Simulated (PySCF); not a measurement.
## Telling isomers of C6H9N3Si apart by NMR

Computational details: GIAO PBE0/pcSseg-1 shieldings, GFN2-xTB structure, in PySCF 2.14.0 with density-fitted response routines (non-relativistic, one computed conformer, no solvent, fast rotation and ring inversion assumed for equivalent nuclei).

Shifts are taken against calculated references (same method and geometry level): ¹H and ¹³C against TMS. Where no couplings were computed, multiplicities follow the n + 1 count of equivalent neighbours, and m marks all less simple cases (inequivalent or close neighbours, rings, F or P nearby). Shifts are as computed. Against solution values, carbons near 30 ppm lie about +3 ppm off and those near 130 ppm about +5 ppm. Of 1211 compounds with measured shifts, 218 miss one by over three times the rms of a fit or turn the order of signals round; such compounds aren't used in these exercises.

(1) Tabulate the signals of `C[SiH](C)n1nccc1C#N`, `C#Cc1cnn([SiH](C)C)n1`, `C#Cc1nn(CC)nc1[SiH3]`, `C[SiH](C)n1ccc(C#N)n1` and their relative energies.

(2) What is the quickest way to tell C#Cc1cnn([SiH](C)C)n1 from C#Cc1nn(CC)nc1[SiH3]?

(3) What is the quickest way to tell C[SiH](C)n1nccc1C#N from C#Cc1nn(CC)nc1[SiH3]?

(4) What is the quickest way to tell C#Cc1nn(CC)nc1[SiH3] from C[SiH](C)n1ccc(C#N)n1?

Answers

(1) 
| SMILES | carbon types | δC | δH | E rel. (kcal/mol) |
| --- | --- | --- | --- | --- |
| C[SiH](C)n1nccc1C#N | 2×C 2×CH 2×CH3 | 145.9, 125.4, 123.7, 119.0, -1.0 | 7.86 (m, 1H), 7.16 (m, 1H), 5.65 (sept, 1H), 0.67 (d, 6H) | 1.7 |
| C#Cc1cnn([SiH](C)C)n1 | 2×C 2×CH 2×CH3 | 146.5, 138.3, 92.2, 79.3, -0.8 | 7.95 (s, 1H), 5.67 (sept, 1H), 2.97 (s, 1H), 0.50 (d, 6H) | 42.2 |
| C#Cc1nn(CC)nc1[SiH3] | 3×C 1×CH 1×CH2 1×CH3 | 148.2, 142.7, 93.1, 79.6, 51.4, 19.4 | 4.57 (s, 3H), 4.53 (q, 2H), 3.05 (s, 1H), 1.49 (t, 3H) | 69.5 |
| C[SiH](C)n1ccc(C#N)n1 | 2×C 2×CH 2×CH3 | 139.8, 135.3, 120.2, 119.6, -0.5 | 7.64 (m, 1H), 6.87 (m, 1H), 5.33 (sept, 1H), 0.55 (d, 6H) | 0.0 |

Energies are electronic energies at PBE0/pcSseg-1 on these geometries, without zero-point or thermal terms, each for the one conformer computed, which needn't be the lowest.

(2) Count the carbon signals: 5 against 6. The first has an aromatic CH next to a ring nitrogen at 146.5 ppm, the second an sp3 CH2 bonded to N at 51.4 ppm. Their most deshielded carbons lie at 146.5 and 148.2 ppm. In the proton spectra the most deshielded non-exchanging signals are 7.95 (s, 1H) and 4.57 (s, 3H).

(3) Count the carbon signals: 5 against 6. The first has an aromatic CH next to a ring nitrogen at 145.9 ppm, the second an sp3 CH2 bonded to N at 51.4 ppm. Their most deshielded carbons lie at 145.9 and 148.2 ppm. In the proton spectra the most deshielded non-exchanging signals are 7.86 (m, 1H) and 4.57 (s, 3H).

(4) Count the carbon signals: 6 against 5. The first has an sp3 CH2 bonded to N at 51.4 ppm, the second an aromatic CH next to a ring nitrogen at 139.8 ppm. Their most deshielded carbons lie at 148.2 and 139.8 ppm. In the proton spectra the most deshielded non-exchanging signals are 4.57 (s, 3H) and 7.64 (m, 1H).
